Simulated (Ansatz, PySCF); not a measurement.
Gas-phase reaction (SMILES): O[Si](Br)(Br)Br [tribromo(hydroxy)silane] + [H][H] (H2) → Br[SiH](Br)Br [tribromosilane] + O (H2O); hydrogen cleaves one Si-O bond, a model of a ligand-exchange step.

Structures are relaxed separately at B3LYP-D3(BJ)/def2-TZVP in Ansatz (a program for electronic structure), one conformer each, not searched for the lowest. Valence correlation only, unless marked. Spin-orbit coupling is left out. Frozen are the shells of the preceding noble gas and the d and f shells that filled before the atom's block. No relativistic terms. CBS marks a two-point X^-3 extrapolation of the correlation energy; Hartree-Fock from the larger set. Thermal terms are rigid-rotor harmonic-oscillator values from B3LYP-D3(BJ) frequencies (Ansatz or PySCF) at 298.15 K and 1 atm. 1 Eh = 627.5095 kcal/mol.

| species | E, CCSD(T)/CBS(def2-TZVPPD,def2-QZVPPD) (Ansatz) (Eh) | E, wB97M-V/def2-TZVPD (Ansatz) (Eh) | H - E (Eh) |
|---|---|---|---|
| O[Si](Br)(Br)Br | -8083.09746 | -8087.57413 | 0.02646 |
| [H][H] (H2) | -1.17452 | -1.16077 | 0.01336 |
| Br[SiH](Br)Br | -8007.86566 | -8012.26995 | 0.01941 |
| O (H2O) | -76.37558 | -76.43347 | 0.02495 |

Q: Work out ΔE and ΔH at 298.15 K at the first level, then ΔH at the second.

A: 
1. ΔE = [(-8007.86566) + (-76.37558)] - [(-8083.09746) + (-1.17452)] = 0.03074 Eh = 19.3 kcal/mol at CCSD(T)/CBS(def2-TZVPPD,def2-QZVPPD).
2. The terms H - E add up to 0.00454 Eh, so ΔH = (0.03074 + (0.00454))×627.5095 = 22.1 kcal/mol.
3. At wB97M-V/def2-TZVPD the same steps give ΔE = 19.8 and ΔH = 22.6 kcal/mol, a shift of +0.5 from the first level.
4. These values are not checked against measurement here, since the tables used lack a sound gas-phase enthalpy of formation for at least one species.
